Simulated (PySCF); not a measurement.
ClGeH6NSi, SMILES Cl[SiH2][NH][GeH3].

Geometry optimised at B3LYP-D3(BJ)/def2-SVP. A frequency run showed that this geometry is not a minimum. This is a generated structure with no PubChem entry under its InChIKey; it may be hypothetical. Other conformers were not sampled.

Two levels are set side by side: TDA-PBE/def2-SVPD (PySCF) and TDA-B3LYP/def2-SVPD (PySCF). Vertical, same geometry. The lowest singlet is HOMO→LUMO 98 % with PBE and HOMO→LUMO 98 % with the other functional; states are paired by order. Differences are taken from unrounded values.

```json
[
 {"quantity": "lowest singlet excitation (eV)", "TDA-B3LYP": "5.71"},
 {"quantity": "lowest triplet excitation (TDA) (eV)", "TDA-B3LYP": "5.42"},
 {"quantity": "first bright state (f over 0.05) (eV)", "TDA-B3LYP": "7.51"},
 {"quantity": "its oscillator strength", "TDA-B3LYP": "0.06"}
]
```

What does TDA-PBE give, and how far is it from TDA-B3LYP? (An estimate is asked for; the answer gives what the named calculation found.)


```tsv
quantity	TDA-PBE	TDA-PBE minus TDA-B3LYP
lowest singlet excitation (eV)	5.14	-0.57
lowest triplet excitation (TDA) (eV)	4.92	-0.49
first bright state (f over 0.05) (eV)	6.91	-0.61
its oscillator strength	0.05	0.00
```

A lower first singlet is the usual sign of a functional without exact exchange. Differences between two approximate levels are no errors against the true value.

Rough cost on one machine, each run with all the roots and properties that it gave: TDA-B3LYP against TDA-PBE about 2 times.
